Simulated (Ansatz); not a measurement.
Ansatz (a quantum-chemistry and plane-wave program) input for H₁₀N₂Si₃, SMILES [SiH3][SiH2]N[SiH2]N, PBE0-D3(BJ)/def2-SVP. 

Ansatz 0.2 input:
```yaml
crystal:
  periodic: [false, false, false]
  atoms:
    - {symbol: N, position_ang: [-3.25135600, 0.52008404, -0.30324178]}
    - {symbol: Si, position_ang: [-2.01860223, -0.49701988, 0.33643631]}
    - {symbol: N, position_ang: [-0.41737911, 0.14456504, 0.10846448]}
    - {symbol: Si, position_ang: [1.10269902, -0.66989449, 0.28416598]}
    - {symbol: Si, position_ang: [2.73848421, 0.75307923, -0.49063095]}
    - {symbol: H, position_ang: [-3.52496091, 1.34635420, 0.20117392]}
    - {symbol: H, position_ang: [-3.27123846, 0.70066119, -1.29307013]}
    - {symbol: H, position_ang: [-2.06875714, -1.74912398, -0.40860514]}
    - {symbol: H, position_ang: [-2.33486119, -0.62866619, 1.75973052]}
    - {symbol: H, position_ang: [-0.36911743, 1.15134855, 0.09496520]}
    - {symbol: H, position_ang: [0.96633075, -1.92304785, -0.47024682]}
    - {symbol: H, position_ang: [1.29306697, -1.07427495, 1.69164370]}
    - {symbol: H, position_ang: [2.79534892, 2.03528062, 0.22642346]}
    - {symbol: H, position_ang: [2.60687773, 1.12050961, -1.90569772]}
    - {symbol: H, position_ang: [4.07232224, 0.16210735, -0.35247471]}
basis:
  gaussian:
    orbitals: def2-SVP
hamiltonian:
  xc: pbe0
  dispersion: d3bj
relax: {f_tol: 0.002, max_steps: 200}
```

It prints:

```
WARN ansatz: RAYON_NUM_THREADS=1 ignored (pool sized by the plan → 1); use --threads N
Functional definition: PBE0
integrals: 0.10 GiB planned
1385 factors; integrals over basis functions are off by at most 6.1e-4 eV
mean field: 0.68 GiB planned
mean field evaluation 1: about -26745.0589 eV, gradient 6.7e1 eV
mean field evaluation 2: about -26734.4620 eV, gradient 9.3e1 eV
mean field evaluation 4: about -26753.8869 eV, gradient 4.5e0 eV
mean field evaluation 8: about -26753.9414 eV, gradient 2.5e-2 eV
mean field -26753.94142183 eV, -983.1892127795 hartree, gradient 6.8e-5 eV, S^2 0.000000; 0 other end points of the search recorded, 0 dependent functions left out
the calculation of the forces begins
reference -26753.94145769 eV, -983.1892140973 hartree; 33, 33 occupied and 99, 99 virtual orbitals, 1385 factors
relax step   1: F+E_penalty+E_count = -26754.27109247 eV  Δ(F+E_penalty+E_count) = +0.000e0 eV  max|allowed force component| = 7.422e-1 eV/Å  Δτ_max = 0.0000 Å  (23 SCF iters, accepted)
these checks for a lower state are left out or cut short: starts, cluster_reference, orbital_swaps, neighbouring_geometries, increment
integrals: 0.10 GiB planned
1385 factors; integrals over basis functions are off by at most 6.4e-4 eV
mean field: 0.68 GiB planned
mean field evaluation 16: about -26754.0861 eV, gradient 7.8e-2 eV
mean field -26754.09580022 eV, -983.1948860808 hartree, gradient 8.5e-5 eV, S^2 0.000000; 0 other end points of the search recorded, 0 dependent functions left out
the calculation of the forces begins
[...]
reference -26754.18964422 eV, -983.1983347839 hartree; 33, 33 occupied and 99, 99 virtual orbitals, 1385 factors
relax step  22: F+E_penalty+E_count = -26754.51740010 eV  Δ(F+E_penalty+E_count) = -7.131e-5 eV  max|allowed force component| = 1.049e-2 eV/Å  Δτ_max = 0.0119 Å  (23 SCF iters, accepted)
these checks for a lower state are left out or cut short: starts, cluster_reference, orbital_swaps, neighbouring_geometries, increment
integrals: 0.10 GiB planned
1385 factors; integrals over basis functions are off by at most 5.1e-4 eV
mean field: 0.68 GiB planned
mean field -26754.18936976 eV, -983.1983246979 hartree, gradient 7.7e-6 eV, S^2 0.000000; 0 other end points of the search recorded, 0 dependent functions left out
the calculation of the forces begins
reference -26754.18940617 eV, -983.1983260359 hartree; 33, 33 occupied and 99, 99 virtual orbitals, 1385 factors
relax step  23: F+E_penalty+E_count = -26754.51744656 eV  Δ(F+E_penalty+E_count) = -4.646e-5 eV  max|allowed force component| = 1.847e-2 eV/Å  Δτ_max = 0.0225 Å  (23 SCF iters, accepted)
these checks for a lower state are left out or cut short: starts, cluster_reference, orbital_swaps, neighbouring_geometries, increment
integrals: 0.10 GiB planned
1385 factors; integrals over basis functions are off by at most 5.2e-4 eV
mean field: 0.68 GiB planned
mean field -26754.18934936 eV, -983.1983239482 hartree, gradient 8.9e-6 eV, S^2 0.000000; 0 other end points of the search recorded, 0 dependent functions left out
the calculation of the forces begins
reference -26754.18938577 eV, -983.1983252861 hartree; 33, 33 occupied and 99, 99 virtual orbitals, 1385 factors
relax step  24: F+E_penalty+E_count = -26754.51748379 eV  Δ(F+E_penalty+E_count) = -3.724e-5 eV  max|allowed force component| = 1.453e-2 eV/Å  Δτ_max = 0.0101 Å  (22 SCF iters, accepted)
these checks for a lower state are left out or cut short: starts, cluster_reference, orbital_swaps, neighbouring_geometries, increment
integrals: 0.10 GiB planned
1385 factors; integrals over basis functions are off by at most 5.2e-4 eV
mean field: 0.68 GiB planned
mean field -26754.18936046 eV, -983.1983243560 hartree, gradient 8.5e-6 eV, S^2 0.000000; 0 other end points of the search recorded, 0 dependent functions left out
the calculation of the forces begins
reference -26754.18939686 eV, -983.1983256938 hartree; 33, 33 occupied and 99, 99 virtual orbitals, 1385 factors
relax step  25: F+E_penalty+E_count = -26754.51750324 eV  Δ(F+E_penalty+E_count) = -1.945e-5 eV  max|allowed force component| = 1.075e-2 eV/Å  Δτ_max = 0.0045 Å  (21 SCF iters, accepted)
these checks for a lower state are left out or cut short: starts, cluster_reference, orbital_swaps, neighbouring_geometries, increment
integrals: 0.10 GiB planned
1385 factors; integrals over basis functions are off by at most 5.2e-4 eV
mean field: 0.68 GiB planned
mean field -26754.18935989 eV, -983.1983243351 hartree, gradient 1.6e-5 eV, S^2 0.000000; 0 other end points of the search recorded, 0 dependent functions left out
the calculation of the forces begins
reference -26754.18939629 eV, -983.1983256726 hartree; 33, 33 occupied and 99, 99 virtual orbitals, 1385 factors
relax step  26: F+E_penalty+E_count = -26754.51752172 eV  Δ(F+E_penalty+E_count) = -1.847e-5 eV  max|allowed force component| = 1.119e-2 eV/Å  Δτ_max = 0.0080 Å  (21 SCF iters, accepted)
these checks for a lower state are left out or cut short: starts, cluster_reference, orbital_swaps, neighbouring_geometries, increment
integrals: 0.10 GiB planned
1385 factors; integrals over basis functions are off by at most 5.2e-4 eV
mean field: 0.68 GiB planned
mean field evaluation 160: about -26754.1892 eV, gradient 1.9e-1 eV
mean field -26754.18936299 eV, -983.1983244490 hartree, gradient 9.5e-6 eV, S^2 0.000000; 0 other end points of the search recorded, 0 dependent functions left out
the calculation of the forces begins
reference -26754.18939939 eV, -983.1983257866 hartree; 33, 33 occupied and 99, 99 virtual orbitals, 1385 factors
relax step  27: F+E_penalty+E_count = -26754.51752955 eV  Δ(F+E_penalty+E_count) = -7.834e-6 eV  max|allowed force component| = 8.568e-3 eV/Å  Δτ_max = 0.0055 Å  (21 SCF iters, accepted)
these checks for a lower state are left out or cut short: starts, cluster_reference, orbital_swaps, neighbouring_geometries, increment
integrals: 0.10 GiB planned
1385 factors; integrals over basis functions are off by at most 5.2e-4 eV
mean field: 0.68 GiB planned
mean field -26754.18937245 eV, -983.1983247967 hartree, gradient 9.5e-6 eV, S^2 0.000000; 0 other end points of the search recorded, 0 dependent functions left out
the calculation of the forces begins
reference -26754.18940885 eV, -983.1983261343 hartree; 33, 33 occupied and 99, 99 virtual orbitals, 1385 factors
relax step  28: F+E_penalty+E_count = -26754.51753778 eV  Δ(F+E_penalty+E_count) = -8.227e-6 eV  max|allowed force component| = 7.598e-3 eV/Å  Δτ_max = 0.0050 Å  (21 SCF iters, accepted)
these checks for a lower state are left out or cut short: starts, cluster_reference, orbital_swaps, neighbouring_geometries, increment
integrals: 0.10 GiB planned
1385 factors; integrals over basis functions are off by at most 5.2e-4 eV
mean field: 0.68 GiB planned
mean field -26754.18937164 eV, -983.1983247670 hartree, gradient 1.7e-5 eV, S^2 0.000000; 0 other end points of the search recorded, 0 dependent functions left out
the calculation of the forces begins
reference -26754.18940804 eV, -983.1983261047 hartree; 33, 33 occupied and 99, 99 virtual orbitals, 1385 factors
relax step  29: F+E_penalty+E_count = -26754.51754253 eV  Δ(F+E_penalty+E_count) = -4.755e-6 eV  max|allowed force component| = 3.298e-3 eV/Å  Δτ_max = 0.0017 Å  (18 SCF iters, accepted)
these checks for a lower state are left out or cut short: starts, cluster_reference, orbital_swaps, neighbouring_geometries, increment
integrals: 0.10 GiB planned
1385 factors; integrals over basis functions are off by at most 5.2e-4 eV
mean field: 0.68 GiB planned
mean field -26754.18937904 eV, -983.1983250388 hartree, gradient 4.2e-5 eV, S^2 0.000000; 0 other end points of the search recorded, 0 dependent functions left out
the calculation of the forces begins
reference -26754.18941544 eV, -983.1983263766 hartree; 33, 33 occupied and 99, 99 virtual orbitals, 1385 factors
relax step  30: F+E_penalty+E_count = -26754.51754579 eV  Δ(F+E_penalty+E_count) = -3.255e-6 eV  max|allowed force component| = 4.909e-3 eV/Å  Δτ_max = 0.0031 Å  (18 SCF iters, accepted)
these checks for a lower state are left out or cut short: starts, cluster_reference, orbital_swaps, neighbouring_geometries, increment
integrals: 0.10 GiB planned
1385 factors; integrals over basis functions are off by at most 5.2e-4 eV
mean field: 0.68 GiB planned
mean field -26754.18937279 eV, -983.1983248090 hartree, gradient 1.7e-5 eV, S^2 0.000000; 0 other end points of the search recorded, 0 dependent functions left out
the calculation of the forces begins
reference -26754.18940919 eV, -983.1983261469 hartree; 33, 33 occupied and 99, 99 virtual orbitals, 1385 factors
relax step  31: F+E_penalty+E_count = -26754.51754692 eV  Δ(F+E_penalty+E_count) = -1.131e-6 eV  max|allowed force component| = 5.407e-3 eV/Å  Δτ_max = 0.0016 Å  (18 SCF iters, accepted)
these checks for a lower state are left out or cut short: starts, cluster_reference, orbital_swaps, neighbouring_geometries, increment
integrals: 0.10 GiB planned
1385 factors; integrals over basis functions are off by at most 5.2e-4 eV
mean field: 0.68 GiB planned
mean field -26754.18937562 eV, -983.1983249130 hartree, gradient 1.9e-5 eV, S^2 0.000000; 0 other end points of the search recorded, 0 dependent functions left out
the calculation of the forces begins
reference -26754.18941202 eV, -983.1983262509 hartree; 33, 33 occupied and 99, 99 virtual orbitals, 1385 factors
relax step  32: F+E_penalty+E_count = -26754.51754815 eV  Δ(F+E_penalty+E_count) = -1.230e-6 eV  max|allowed force component| = 3.383e-3 eV/Å  Δτ_max = 0.0006 Å  (17 SCF iters, accepted)
these checks for a lower state are left out or cut short: starts, cluster_reference, orbital_swaps, neighbouring_geometries, increment
integrals: 0.10 GiB planned
1385 factors; integrals over basis functions are off by at most 5.2e-4 eV
mean field: 0.68 GiB planned
mean field -26754.18937778 eV, -983.1983249923 hartree, gradient 2.0e-5 eV, S^2 0.000000; 0 other end points of the search recorded, 0 dependent functions left out
the calculation of the forces begins
reference -26754.18941418 eV, -983.1983263302 hartree; 33, 33 occupied and 99, 99 virtual orbitals, 1385 factors
relax step  33: F+E_penalty+E_count = -26754.51754943 eV  Δ(F+E_penalty+E_count) = -1.283e-6 eV  max|allowed force component| = 9.939e-4 eV/Å  Δτ_max = 0.0019 Å  (18 SCF iters, accepted)
integrals: 0.10 GiB planned
1385 factors; integrals over basis functions are off by at most 5.2e-4 eV
mean field: 0.68 GiB planned
mean field evaluation 192: about -26754.1894 eV, gradient 2.0e-5 eV
mean field -26754.18937778 eV, -983.1983249923 hartree, gradient 2.0e-5 eV, S^2 0.000000; 1 other end points of the search recorded, 0 dependent functions left out
the calculation of the forces begins
reference -26754.18941418 eV, -983.1983263302 hartree; 33, 33 occupied and 99, 99 virtual orbitals, 1385 factors
Total energy: -26754.51758584 eV, -983.2103864162 hartree
Atom 0 at    -2.885214     0.793697    -0.496208 Å, force     0.000982     0.000293    -0.000994 eV/Å
Atom 1 at    -2.023354    -0.420850     0.371867 Å, force    -0.000152    -0.000531     0.000338 eV/Å
Atom 2 at    -0.400725     0.128578     0.674245 Å, force    -0.000124     0.000676     0.000405 eV/Å
Atom 3 at     1.120642    -0.692616     0.449083 Å, force     0.000384    -0.000771     0.000101 eV/Å
Atom 4 at     2.604727     0.734573    -0.680254 Å, force    -0.000032    -0.000138    -0.000567 eV/Å
Atom 5 at    -3.879022     0.918731    -0.346226 Å, force     0.000077    -0.000511     0.000469 eV/Å
Atom 6 at    -2.608519     1.078110    -1.428723 Å, force    -0.000557     0.000270     0.000413 eV/Å
Atom 7 at    -1.834604    -1.740733    -0.309767 Å, force     0.000251     0.000257    -0.000062 eV/Å
Atom 8 at    -2.842861    -0.633425     1.605968 Å, force    -0.000001     0.000070    -0.000099 eV/Å
Atom 9 at    -0.341721     1.065936     1.067226 Å, force    -0.000264    -0.000221    -0.000294 eV/Å
Atom 10 at     0.862752    -1.917544    -0.366612 Å, force    -0.000240     0.000212    -0.000068 eV/Å
Atom 11 at     1.760509    -1.129063     1.734608 Å, force    -0.000405     0.000188     0.000141 eV/Å
Atom 12 at     2.727358     2.030575     0.061956 Å, force     0.000039     0.000091     0.000009 eV/Å
Atom 13 at     2.087607     1.039240    -2.051771 Å, force     0.000183     0.000099     0.000107 eV/Å
Atom 14 at     3.971281     0.136753    -0.806355 Å, force    -0.000141     0.000017     0.000102 eV/Å
Dipole moment:    -0.273211     0.212276    -0.114364 e Å
```

The calculation finished and met its thresholds.

Cost: around 3 core-minutes (rough).
